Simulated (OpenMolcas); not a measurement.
**Mo4+ in a point-charge field**

Mo4+ among 4 point charges of -1.5 e arranged as a square (D4h), 2.26 Å from the ion.

```json
{"Program": "OpenMolcas 26.06", "Method": "SS-CASPT2, IPEA 0.25 Eh, imaginary shift 0.1 Eh (closed shells correlated: 4s 4p)", "Basis": "ANO-RCC-VDZP [6s5p3d1f]", "Scalar Hamiltonian": "DKH2, point nucleus", "Active space": "2 electrons in 5 orbitals (4d)", "State averaging": "2S+1 = 3 even, 10 roots; 2S+1 = 1 even, 15 roots", "Spin-orbit coupling": "RASSI with atomic mean-field integrals over the reference wave functions"}
```

The lowest spin-free states (labels of D4, the rotations of D4h), above the lowest:

| State | Degeneracy | E (cm-1) | Free-ion L (%) |
| --- | --- | --- | --- |
| 3A2 | 1 | 0 | F (92) |
| 3E | 2 | 290 | F (84) |
| 3B2 | 1 | 4110 | F (100) |
| 3E | 2 | 7450 | F (93) |
| 3B1 | 1 | 8720 | F (100) |
| 1B2 | 1 | 9170 | D (87) |
| 1A1 | 1 | 10140 | G (68) |
| 1B1 | 1 | 10140 | D (72) |
| 1E | 2 | 10230 | G (67) |
| 3E | 2 | 15190 | P (77) |
| 1A1 | 1 | 16030 | D (59) |
| 1B2 | 1 | 16810 | G (87) |
| 1E | 2 | 17870 | D (56) |
| 1B1 | 1 | 21200 | G (72) |
| 1E | 2 | 24720 | G (89) |
| 3A2 | 1 | 27980 | P (92) |
| 1A1 | 1 | 33380 | G (92) |
| 1A2 | 1 | 34510 | G (100) |
| 1A1 | 1 | 48030 | S (83) |

The lowest levels with spin-orbit coupling:

```json
{"E (cm-1)": "0", "Degeneracy": "1", "Label": "A1", "2S+1": "3", "g": ""}
{"E (cm-1)": "650", "Degeneracy": "2", "Label": "E", "2S+1": "3", "g": "0.00 0.00 2.96"}
{"E (cm-1)": "1540", "Degeneracy": "1", "Label": "A2", "2S+1": "3", "g": ""}
{"E (cm-1)": "1930", "Degeneracy": "1", "Label": "B1", "2S+1": "3", "g": ""}
{"E (cm-1)": "2240", "Degeneracy": "1", "Label": "B2", "2S+1": "3", "g": ""}
{"E (cm-1)": "2680", "Degeneracy": "2", "Label": "E", "2S+1": "3", "g": "0.00 0.00 2.70"}
{"E (cm-1)": "2960", "Degeneracy": "1", "Label": "A1", "2S+1": "3", "g": ""}
{"E (cm-1)": "5630", "Degeneracy": "2", "Label": "E", "2S+1": "3", "g": "0.00 0.00 2.30"}
{"E (cm-1)": "5840", "Degeneracy": "1", "Label": "B1", "2S+1": "3", "g": ""}
{"E (cm-1)": "6980", "Degeneracy": "1", "Label": "B2", "2S+1": "3 (87 %)", "g": ""}
{"E (cm-1)": "7930", "Degeneracy": "1", "Label": "B1", "2S+1": "3", "g": ""}
{"E (cm-1)": "8930", "Degeneracy": "2", "Label": "E", "2S+1": "3", "g": "0.00 0.00 5.24"}
{"E (cm-1)": "10350", "Degeneracy": "1", "Label": "A1", "2S+1": "3", "g": ""}
{"E (cm-1)": "10380", "Degeneracy": "1", "Label": "A2", "2S+1": "3", "g": ""}
{"E (cm-1)": "10620", "Degeneracy": "1", "Label": "B2", "2S+1": "3", "g": ""}
{"E (cm-1)": "10650", "Degeneracy": "2", "Label": "E", "2S+1": "3", "g": "0.00 0.00 5.06"}
{"E (cm-1)": "11470", "Degeneracy": "1", "Label": "B2", "2S+1": "1 (84 %)", "g": ""}
{"E (cm-1)": "11950", "Degeneracy": "1", "Label": "B1", "2S+1": "1", "g": ""}
{"E (cm-1)": "11990", "Degeneracy": "1", "Label": "A1", "2S+1": "1", "g": ""}
{"E (cm-1)": "12210", "Degeneracy": "2", "Label": "E", "2S+1": "1 (87 %)", "g": "0.00 0.00 1.40"}
```

Powder χT (cm3 K/mol): 0 at 2 K, 0.00235 at 10 K, 0.0118 at 50 K, 0.0236 at 100 K, 0.054 at 200 K, 0.106 at 300 K. The effective moment at 300 K is 2.828 √(χT) = 0.92 μB.

The lowest level has 2S+1 = 3, for which the spin-only value is χT = S(S+1) / 2 = 1.000 cm3 K/mol (g = 2). The computed 0.106 at 300 K differs by -0.894, through orbital momentum, spin-orbit coupling and any other state in reach.

Spin-orbit coupling mixes the spin-free states strongly: the lowest level takes only 54 % from its leading state, 3E, which lies 289 cm-1 above the lowest spin-free state. Free-ion shares, where given, are those of the reference states; single-state CASPT2 does not remix them. This is an electrostatic model: the charges have no orbitals. No measured value stands beside these numbers.

With an even number of electrons the g values are those of a degenerate or nearly degenerate non-Kramers pair.
